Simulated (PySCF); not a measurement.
How methods differ on the ionisation energy of O(2+)

O(2+) [He] 2s2 2p2 (3P) → O(3+) [He] 2s2 2p1 (2P), as a difference of total energies. Calculation: PySCF 2.14, in aug-cc-pCVTZ-DK with one added diffuse shell each of s, p, d, f type (8s7p5d3f, 75 functions); scalar relativity by spin-free X2C-1e. Correlated levels: valence and next inner shell: nothing frozen. The calculations carry no spin-orbit coupling.

| method | ionisation energy (eV) |
| --- | --- |
| UHF | 54.579 |
| MP2 (valence and next inner shell) | 55.026 |
| SCS-MP2 (valence and next inner shell) | 54.862 |
| CCSD (valence and next inner shell) | 54.824 |
| CCSD(T) (valence and next inner shell) | 54.830 |

Task: How much does correlation contribute at CCSD(T) (valence and next inner shell)?

Result: 54.830 − (54.579) = 0.251 eV, measured against UHF.

Errors of the correlated levels include the incompleteness of this basis.

For comparison: 54.936 eV (semi-empirical (NIST evaluation); NIST Atomic Spectra Database, ionization energies).
